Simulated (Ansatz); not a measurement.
Computed with Ansatz.

A structure relaxed at PBE0-D4/def2-TZVP, charge 0, multiplicity 1:

| atom | x (Å) | y (Å) | z (Å) |
| --- | --- | --- | --- |
| O1 | 1.342 | 1.092 | -0.740 |
| B2 | 0.290 | 0.348 | -0.322 |
| Si3 | 0.330 | -0.794 | 1.364 |
| C4 | -0.992 | 0.417 | -1.233 |
| F5 | -2.032 | -0.361 | -0.732 |
| H6 | 2.115 | 1.036 | -0.173 |
| H7 | -0.700 | -0.350 | 2.341 |
| H8 | 0.099 | -2.229 | 1.050 |
| H9 | 1.668 | -0.675 | 2.020 |
| H10 | -0.767 | 0.068 | -2.250 |
| H11 | -1.354 | 1.449 | -1.326 |

(1) Give its formula and SMILES.

(2) Point group (tolerance 0.08 Å, 0.16 Å for H)?

(3) Summarise the bond lengths by kind.

Results:

(1) CH6BFOSi, `OB([SiH3])CF`.

(2) Cs.

(3) 1 × B–O 1.355 Å; 1 × H–O 0.960 Å; 1 × B–Si 2.036 Å; 1 × B–C 1.575 Å; 3 × H–Si 1.488 to 1.495 Å; 1 × C–F 1.392 Å; 2 × C–H 1.098 Å.
